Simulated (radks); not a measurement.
Q: Co, configuration [Ar] 3d7 4s1.5 4p0.5 (fractional occupations, a model configuration). All-electron calculation, Dirac Kohn-Sham, LDA (Slater exchange, Perdew-Wang correlation), spin-unpolarised, spherical densities, finite nucleus; open shells fill j = l - 1/2 first; Fermi nuclear charge, rms radius 3.7875 fm. Program: a radial shooting solver on a logarithmic mesh with Libxc functionals.

Spin-orbit splittings of the eigenvalues, e(l+1/2) - e(l-1/2), with zeta = 2 splitting/(2l+1) and mean radii in bohr:

shell  occ.  splitting (eV)  zeta (eV)  <r> j=l-1/2  <r> j=l+1/2
2p        6           14.79      9.858       0.2231       0.2262
3p        6           1.864      1.243       0.8105       0.8205
3d        7          0.1939    0.07755        1.061        1.069
4p      0.5               ?          ?        4.124        4.182

Estimate the 4p splitting.

A: 0.05659 eV (zeta = 0.03773 eV).
